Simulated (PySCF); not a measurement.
ZrIF3 (singlet state).
Z-matrix (Å and degrees, PBE0-D3(BJ)/def2-SVP geometry), rows numbered from 1:
```
Zr
I   1  2.7124
F   1  1.8869  2  109.91
F   1  1.8866  2  109.98  3  -119.97
F   1  1.8866  2  109.90  3   120.14
```

Method used: PBE0-D3(BJ)/def2-SVP geometry optimisation, gas phase, def2 core potentials past Kr in PySCF.

Take the most abundant isotopes and a rigid rotor. 

What are A, B and C (MHz)?

Ia = 179.31, Ib = 701.22, Ic = 701.56 u·Å²; 505379 MHz·u·Å²/I gives A = 2818, B = 720.7, C = 720.4 MHz.

What kind of rotor is it?

A prolate symmetric top, as the point group C3v requires two equal moments: κ = (2 × 720.7 − 2818 − 720.4)/(2818 − 720.4) = -1.00.

The dipole components are |μa| = 0.04 D, |μb| = 0.00 D, |μc| = 0.00 D.

Estimate the classical rotational partition function at 200 K, 298.15 K and 500 K.

Point group C3v, symmetry number σ = 3; q = (√π/σ)·√((kT/h)³/(ABC)), k/h = 20836.6 MHz/K: 131000 at 200 K, 239000 at 298.15 K, 519000 at 500 K.

PBE0-D3(BJ)/def2-SVP frequencies: not computed here. Zero-point vibration and centrifugal distortion are left out.

The run took 2.5 min wall on Intel Xeon at 2.70 GHz, one thread, shared host with 64 logical CPUs at a one-minute load of 60, and the process peaked at 0.40 GiB of memory. This is the geometry optimisation.
